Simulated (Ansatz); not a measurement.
iodobenzene (C₆H₅I), singlet, geometry from GFN2-xTB (all electrons, no relativity). Base run: HF/STO-3G (Ansatz, a quantum-chemistry and plane-wave program).

Geometry (Å):
```xyz
12

I      1.5492     0.0342    -0.0095
C     -0.5703    -0.0126     0.0035
C     -1.2221    -1.2317    -0.0188
C     -2.6064    -1.2560    -0.0101
C     -3.3259    -0.0734     0.0205
C     -2.6590     1.1398     0.0425
C     -1.2749     1.1766     0.0342
H     -0.6612    -2.1534    -0.0426
H     -3.1204    -2.2054    -0.0275
H     -4.4051    -0.0973     0.0271
H     -3.2142     2.0655     0.0664
H     -0.7550     2.1222     0.0514
```
Charge 0, spin multiplicity 1.
All else is at Ansatz's defaults.

Each row names what was changed in the base input (with any setting that the change needs).

| change | basis functions | E (Eh) |
|---|---|---|
| base | 62 | -7078.00895 |
| basis = x2c-SVPall; relativity = spin-free X2C; nucleus = Gaussian | 145 | -7341.92874 |
| basis = ANO-RCC-VDZP; relativity = spin-free X2C; nucleus = Gaussian | 152 | -7342.69760 |
| basis = jorge-DZP-DKH; relativity = none | 163 | -7071.55524 |
| basis = jorge-DZP-DKH; relativity = spin-free X2C; nucleus = Gaussian | 163 | -7337.15424 |
| basis = x2c-SVPall; relativity = none | 145 | -6954.52089 |
| basis = x2c-SVPall; relativity = spin-free X2C | 145 | -7342.10717 |
| basis = ANO-RCC-VDZP; relativity = none | 152 | -6904.63764 |
| basis = jorge-DZP-DKH; relativity = spin-free X2C | 163 | -7337.35639 |
| basis = ANO-RCC-VDZP; relativity = spin-free X2C | 152 | -7342.93605 |

Total energies compare only within one method and basis.

Ansatz warned in this series: the basis is contracted for relativity, which the run leaves out.

Basis sets contracted for a relativistic Hamiltonian are a mismatch without it, so the rows without relativity aren't non-relativistic limits. No row has spin-orbit coupling; sets with core potentials leave out the core electrons.
